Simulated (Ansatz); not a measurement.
```yaml
crystal:
  periodic: [false, false, false]
  atoms:
    - {symbol: C, position_ang: [-2.988604, -0.641449, -0.544751]}
    - {symbol: N, position_ang: [-1.613746, -0.997171, -0.288605]}
    - {symbol: C, position_ang: [-1.478945, -2.364236, 0.143608]}
    - {symbol: Hf, position_ang: [-0.140662, 0.377217, -0.646110]}
    - {symbol: O, position_ang: [-0.467145, 1.347528, -2.308026]}
    - {symbol: N, position_ang: [-0.075062, 1.575760, 1.010811]}
    - {symbol: C, position_ang: [-0.824702, 1.522617, 2.237993]}
    - {symbol: C, position_ang: [0.833075, 2.697012, 0.972773]}
    - {symbol: N, position_ang: [1.649139, -0.618881, -0.710167]}
    - {symbol: C, position_ang: [2.090544, -1.235702, -1.938037]}
    - {symbol: C, position_ang: [2.613784, -0.770679, 0.348545]}
    - {symbol: H, position_ang: [-3.609826, -0.731050, 0.359600]}
    - {symbol: H, position_ang: [-3.069876, 0.394778, -0.892633]}
    - {symbol: H, position_ang: [-3.442966, -1.279435, -1.318203]}
    - {symbol: H, position_ang: [-0.428560, -2.613012, 0.311343]}
    - {symbol: H, position_ang: [-2.023061, -2.549250, 1.082721]}
    - {symbol: H, position_ang: [-1.876286, -3.070591, -0.602027]}
    - {symbol: H, position_ang: [-0.617987, 2.066775, -2.911045]}
    - {symbol: H, position_ang: [-0.164587, 1.422595, 3.113726]}
    - {symbol: H, position_ang: [-1.504852, 0.668353, 2.233390]}
    - {symbol: H, position_ang: [-1.424826, 2.433028, 2.392388]}
    - {symbol: H, position_ang: [1.393312, 2.720500, 0.029200]}
    - {symbol: H, position_ang: [1.575837, 2.651285, 1.784069]}
    - {symbol: H, position_ang: [0.308384, 3.660533, 1.062101]}
    - {symbol: H, position_ang: [1.357335, -1.089177, -2.738682]}
    - {symbol: H, position_ang: [2.236669, -2.320504, -1.821768]}
    - {symbol: H, position_ang: [3.044754, -0.814247, -2.290150]}
    - {symbol: H, position_ang: [3.589080, -0.335278, 0.079499]}
    - {symbol: H, position_ang: [2.792151, -1.830428, 0.588752]}
    - {symbol: H, position_ang: [2.267640, -0.276880, 1.259687]}
basis:
  gaussian: {orbitals: cc-pVTZ-PP, fitting: {mean_field: cc-pVTZ-jkfit}}
total_charge: 1
magnetization: {spin_polarized: true, initial_magnetization: 1}
hamiltonian: {xc: {name: HF}}
correlation: {method: rpa, electrons: outside_noble_gas}
```

```sh
$ ansatz run in.yaml --threads 11 --pin off --events-out ev --progress --plain --max-ram 166912MiB --backend cpu
```

It prints (some lines left out):

```
Functional definition: HF
Error: <dir> the basis set cc-pVTZ-PP has no functions for C
```

In this input the basis set is misnamed or doesn't suit the job. The input was rejected before any iteration.
